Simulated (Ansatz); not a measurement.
```yaml
crystal:
  periodic: [false, false, false]
  atoms:
    - {symbol: O, position_ang: [-0.891817, -0.135087, 1.429828]}
    - {symbol: Os, position_ang: [-0.000002, 0.000000, 0.000000]}
    - {symbol: O, position_ang: [1.432027, -0.887020, 0.143105]}
    - {symbol: O, position_ang: [-0.909912, -0.603229, -1.290802]}
    - {symbol: O, position_ang: [0.369694, 1.625336, -0.282132]}
basis:
  gaussian: {orbitals: def2-SVP}
hamiltonian: {xc: {name: HF}}
correlation: {method: mp2, frozen_orbitals: {O: 9}}
```

```sh
$ ansatz run in.yaml --threads 2 --pin off --events-out ev --progress --plain --max-ram 22528MiB --backend cpu
```

Output, abridged:

```
Functional definition: HF
Error: "frozen_orbitals" has no count for Os
```

Q: What is wrong with this run?

A: Frozen orbitals are typed for one element alone, and the program wants a count for each. The input was rejected before any iteration.
